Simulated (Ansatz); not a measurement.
C$_{4}$HF$_{5}$, SMILES `FC1=C(F)C(F)(F)C1F`, relaxed with RKS PBE-D4/def2-SVP in Ansatz from a rough embedded geometry. The force threshold is 0.03 eV/Å; the program also tests the step.

The species carries charge 0 and has multiplicity 1.

Start:

```xyz
10

F     0.148    2.062    1.435
C     0.167    0.952    0.659
C     1.104    0.037    0.355
F     2.331   -0.205    0.721
C     0.114   -0.819   -0.474
F     0.430   -1.016   -1.785
F    -0.221   -2.079    0.012
C    -0.941    0.249   -0.173
F    -1.388    0.926   -1.212
H    -1.744   -0.108    0.462
```

```
step  energy (eV)  largest force (eV/Å)  largest move (Å)
   1  -17715.2364                 2.039             0.000
   2  -17715.4089                 1.197             0.052
   3  -17715.4591                 0.202             0.032
   4  -17715.4613                 0.053             0.011
   5  -17715.4617                 0.023             0.007
```

End:

```xyz
10

F     0.156    2.047    1.355
C     0.166    0.940    0.640
C     1.095   -0.010    0.371
F     2.337   -0.241    0.749
C     0.138   -0.826   -0.459
F     0.404   -0.947   -1.781
F    -0.139   -2.070    0.023
C    -0.943    0.271   -0.130
F    -1.411    0.951   -1.228
H    -1.802   -0.114    0.461
```

It took 5 s on 4 threads of an Intel Xeon 6975P-C on a shared host, with 0.2 GiB of host memory at the peak.
